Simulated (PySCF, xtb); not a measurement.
Bi(F)(Me)2 (C2H6BiF), SMILES [F][Bi]([CH3])[CH3].

Harmonic wavenumbers (cm⁻¹) from GFN2-xTB in xtb at its own minimum, in rising order: 34, 62, 144, 150, 159, 387, 523, 531, 732, 760, 762, 824, 1271, 1279, 1479, 1484, 1486, 1491, 3082, 3087, 3095, 3098, 3118, 3121.

What does PBE-D3(BJ)/def2-SVP in PySCF 2.14.0 give at its own minimum? (The exact figures need the calculation; the answer reports its results.)

45, 75, 142, 148, 157, 452, 455, 535, 661, 678, 679, 761, 1112, 1126, 1364, 1376, 1377, 1389, 2983, 2984, 3108, 3109, 3113, 3113. Paired by order, the mean absolute difference is 61 cm⁻¹ and the zero-point energies are 46.0 and 44.2 kcal/mol.
